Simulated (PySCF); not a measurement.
PySCF input for Si(H)(F)(Br)(OMe) (CH4BrFOSi), SMILES CO[SiH](F)Br, PBE/pcSseg-1. Geometry: PBE0-D3(BJ)/def2-SVP. The structure was generated by enumeration, and PubChem lists no compound with its InChIKey, so it may never have been made. Other conformers were not sampled.

```python
import numpy as np
from pyscf import gto, scf, dft
from pyscf.prop.nmr import rks as nmr

mol = gto.M(
    atom='''
    Si   -0.45533755    0.33767453    0.48347417
    F    -0.63233645    1.87654756    0.02213709
    Br    1.51693459   -0.37480111   -0.15667812
    O    -1.57224727   -0.59296859   -0.26415379
    C    -2.96926613   -0.45986955   -0.15488834
    H    -0.57073664    0.31065460    1.95774842
    H    -3.31816134    0.49089971   -0.59103365
    H    -3.30572447   -0.50890697    0.89590262
    H    -3.43875959   -1.28801421   -0.70419473
    ''',
    basis='pcSseg-1',
    charge=0,
    spin=0,
    max_memory=1600,
    verbose=3,
)
mf = dft.RKS(mol, xc='pbe')
mf.grids.level = 3
mf.conv_tol = 1e-10
mf.max_cycle = 100
mf.kernel()
n = nmr.NMR(mf)
n.verbose = 2
n.max_cycle_cphf = 60
sigma = n.kernel()
print('atom   isotropic/ppm   span/ppm')
for i, s in enumerate(sigma):
    w = np.linalg.eigvalsh((s + s.T) / 2)
    print(f'{mol.atom_symbol(i):2s}{i + 1:3d} {w.mean():14.3f} {w[2] - w[0]:11.3f}')
```

Output:

```
converged SCF energy = -3078.30992474796
atom   isotropic/ppm   span/ppm
Si  1        350.209      74.275
F   2        279.572     107.949
Br  3       2450.023     755.735
O   4        262.813     128.342
C   5        125.662      84.467
H   6         25.564      10.443
H   7         27.203      11.310
H   8         27.370      10.573
H   9         27.288      10.746
```

The run converged.
